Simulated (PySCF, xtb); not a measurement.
silicon monosulfide (SSi), SMILES S=[Si] (connectivity only; charge and spin as stated), neutral, multiplicity 1.

Geometry optimised at PBE-D3(BJ)/def2-TZVPD.

The numbers are results of C-PCM-B3LYP/def2-TZVPD (PySCF), not measurements.

The values are the electrostatic part of the solvation free energy, E(continuum) − E(gas) at the gas-phase geometry, in a cavity of scaled van der Waals radii (PySCF's table); cavitation and dispersion terms are not included. In vacuum the orbital gap is 5.28 eV. The dipole moment in vacuum is 1.86 D.

Computed values in water (ε = 78.36), dichloromethane (ε = 8.93), chlorobenzene (ε = 5.70):
```
solvent              ε  ΔG(elec) (kcal/mol)  dipole (D)  gap (eV)
---------------  -----  -------------------  ----------  --------
water            78.36                 -1.8        2.77      5.35
dichloromethane   8.93                 -1.5        2.65      5.34
chlorobenzene     5.70                 -1.4        2.57      5.33
```

For comparison, GFN2-xTB/ALPB(water) (xtb, at the GFN2-xTB geometry, all terms of that model) gives 1.8 kcal/mol.
